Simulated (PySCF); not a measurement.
Computed with ωB97X-D3(BJ)/def2-TZVP // PBE0-D3(BJ)/def2-SVP (PySCF). Isolated molecules, 0 K electronic values unless said otherwise. One relaxed conformer stands for a flexible species; it need not be the lowest. Excitations are Tamm–Dancoff values on a coarser integration grid. The basis has no diffuse functions, so Rydberg states are missing or too high.

Reference species (SMILES): `Bc1sccc1O` (neutral, multiplicity 1).

```
Property              Result
-------------------  -------
S1–T1 gap (TDA)      1.75 eV
HOMO–LUMO gap        9.07 eV
T1 excitation (TDA)  3.06 eV
```

Changed species: `Bc1csc(O)c1`.

Task: Predict the effect on the S1–T1 gap (TDA), HOMO–LUMO gap and T1 excitation (TDA).

Result: the S1–T1 gap (TDA) decreases by 0.20 eV, to 1.55 eV; the HOMO–LUMO gap falls by 0.23 eV, to 8.84 eV; the T1 excitation (TDA) is nearly the same.
